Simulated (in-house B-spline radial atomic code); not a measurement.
The numbers below are computed, except where a source is named.
# Making a Troullier-Martins p channel for N, r_c = 1.66 bohr

N, [He] 2s2 2p3, non-relativistic PBE, spherical and spin-unpolarised, from a B-spline radial code for spherical atoms (atomic units). The all-electron 2p level is ε = -0.260725 hartree and its outer maximum at 0.98 bohr.

Inside r_c the pseudo-orbital is u(r) = r^2 exp(p(r)), with p = c0 + c2 r² + c4 r⁴ + … + c12 r¹². The seven coefficients follow from p and its first four derivatives at r_c, from zero curvature of the screened potential at the origin, c4 = −c2²/(2l + 5), and from the norm inside r_c. At r_c the all-electron orbital has P = 0.6315665, P' = -0.3127543, the screened potential V = -0.6591864, V' = 0.8965473, V'' = -1.676332, and the norm inside is Q = 0.6679787.

Question: What are p, p' and p'' at r_c?

Answer: p = ln(P/r_c^2) = ln(0.6315665/2.7556) = -1.47319. p' = P'/P − 2/r_c = -0.49520 − 1.20482 = -1.70002. The radial equation gives p'' = 2(V − ε) − 2(2) p'/r_c − p'² = -0.79692 − (-4.09644) − 2.89008 = 0.40944. Differentiating, p''' = 2V' + 2(2)p'/r_c² − 2(2)p''/r_c − 2p'p'' = -0.26913, and p'''' = 2V'' − 4(2)p'/r_c³ + 4(2)p''/r_c² − 2(2)p'''/r_c − 2p''² − 2p'p''' = 0.20736.

For a trial c2 the five matching conditions are linear in c0, c6, c8, c10 and c12, and c2 is varied until the norm inside r_c equals Q. The root nearest zero gives:

```csv
n,c_n
0,1.098247
2,-1.345573
4,-0.2586523
6,0.4714129
8,-0.2038136
10,0.03958415
12,-0.00297187
```

Question: Check c4 and p(r_c), and find the screened pseudopotential at the origin.

Answer: −c2²/7 = -0.258652, as listed. The terms c_n r_c^n are 1.09825, -3.70786, -1.96403, 9.86393, -11.75162, 6.28930, -1.30115, which sum to -1.47319. Inverting the radial equation, V_l(r) = ε + 2 p'/r + (p'' + p'²)/2, so V_l(0) = ε + (2l + 3) c2 = -0.260725 + 5 × (-1.34557) = -6.9886 hartree, finite where the all-electron potential diverges.

Orbitals and screened potentials:

```csv
r (bohr),P,u,V all-electron,V pseudo
0.166,0.1628,0.07961,-31.14,-6.977
0.415,0.5064,0.4074,-8.678,-6.606
0.664,0.7091,0.7183,-4.083,-5.152
0.913,0.7787,0.8224,-2.325,-2.909
1.162,0.7638,0.781,-1.436,-1.235
1.411,0.7062,0.7074,-0.9467,-0.7675
1.66,0.6316,0.6316,-0.6592,-0.6592
```

Logarithmic derivatives P'/P at R = 1.96 bohr, for energies E around ε:

| E − ε (hartree) | all-electron | pseudo |
| --- | --- | --- |
| -0.5 | 0.762257 | 0.769924 |
| -0.25 | 0.303856 | 0.308098 |
| -0.1 | -0.130696 | -0.129444 |
| 0 | -0.567954 | -0.567952 |
| 0.1 | -1.25898 | -1.25509 |
| 0.25 | -3.86665 | -3.76361 |
| 0.5 | 8.76526 | 10.1059 |

Question: With P(R) = 0.5379327 and a norm of 0.7707102 inside R, what slope in energy does norm conservation fix?

Answer: d(P'/P)/dE = −2 × (norm inside R)/P(R)² = -5.3268 per hartree·bohr at E = ε, for both atoms, since orbital and norm agree at R. Differences over ±0.1 hartree give -5.6414 (all-electron) and -5.6282 (pseudo), which also hold third-order terms. Half a hartree below ε the two curves differ by +0.0077.
